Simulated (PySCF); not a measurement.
Input file for PySCF: R-B3LYP/6-31G* on CH3Cl (SMILES CCl) with ghost functions.

```python
from pyscf import gto, scf, dft, mp
from pyscf.data.elements import chemcore

mol = gto.M(
    atom='''
    C     0.97991207    0.48506851   -0.20187749
    Cl    1.16564603   -1.25024077    0.23434280
    H     0.16697988    0.56429505   -0.91666942
    H     0.75548025    1.03590559    0.70651581
    H     1.91430297    0.82080869   -0.64034747
    ghost-C    0.58567361   -0.39534872    3.23157919
    ghost-O    0.43411272    0.78530661    3.06393987
    ghost-H   -0.25737959   -1.10806007    3.17945225
    ghost-H    1.57543086   -0.83374802    3.45428931
    ''',
    basis='6-31g*',
    cart=True,
    charge=0, spin=0, verbose=3, max_memory=1800)
mf = dft.RKS(mol, xc='b3lyp')
mf.conv_tol = 1e-8
mf.max_cycle = 100
mf.kernel()
if not mf.converged:
    mf = mf.newton().run(mf.mo_coeff, mf.mo_occ)
```

**Question.** What total energy does the run end on?

**Answer.** -500.1088 hartree.
